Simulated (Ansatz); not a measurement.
This geometry of C₂H₈ClNSSi (14 atoms, charge 0, multiplicity 1) is a first-order saddle point.

Level of theory: RKS B3LYP/STO-3G (Ansatz 0.2.0).

```xyz
14
Properties=species:S:1:pos:R:3
C -1.021 -1.048 0.840
Si 0.185 -0.247 -0.362
N 1.852 -0.700 0.008
S -0.220 -0.811 -2.389
C 0.016 1.649 -0.240
Cl 0.553 2.269 1.431
H -0.888 -0.639 1.851
H -0.866 -2.133 0.891
H -2.063 -0.873 0.544
H 1.910 -1.285 0.874
H 2.450 0.137 0.204
H -1.545 -0.524 -2.280
H -1.023 1.997 -0.372
H 0.646 2.179 -0.973
```

(1) Which two structures does it join? (They come from a converged band through this point; their orientation in space is the band's.)

(2) How far does it lie above each of them?

Results:

(1) No bond is made or broken. The dihedral S4–Si2–N3–H10 goes from -77 to -178°.

First end point:

```xyz
14
Properties=species:S:1:pos:R:3
C -1.054 -0.821 0.951
Si 0.178 -0.232 -0.353
N 1.879 -0.574 -0.021
S -0.266 -1.097 -2.255
C 0.083 1.666 -0.424
Cl 0.637 2.412 1.190
H -0.858 -0.334 1.915
H -0.992 -1.907 1.103
H -2.086 -0.583 0.662
H 2.033 -1.564 0.287
H 2.227 0.018 0.773
H -1.603 -1.153 -2.010
H -0.938 2.046 -0.596
H 0.745 2.093 -1.195
```

Last end point:

```xyz
14
Properties=species:S:1:pos:R:3
C -1.027 -1.120 0.837
Si 0.177 -0.275 -0.330
N 1.809 -0.800 0.082
S -0.104 -0.755 -2.395
C -0.074 1.615 -0.134
Cl 0.420 2.173 1.572
H -0.889 -0.757 1.864
H -0.875 -2.207 0.837
H -2.069 -0.925 0.552
H 2.015 -0.636 1.098
H 2.545 -0.256 -0.432
H -1.354 -0.219 -2.428
H -1.127 1.924 -0.259
H 0.540 2.209 -0.833
```

(2) 1.0 kcal/mol above the first and 0.9 kcal/mol above the second. This is the barrier of this one path; another mechanism may lie lower. Limits of this set-up: minimal basis.

Time of the run: 120 s on 1 CPU thread of a shared host.
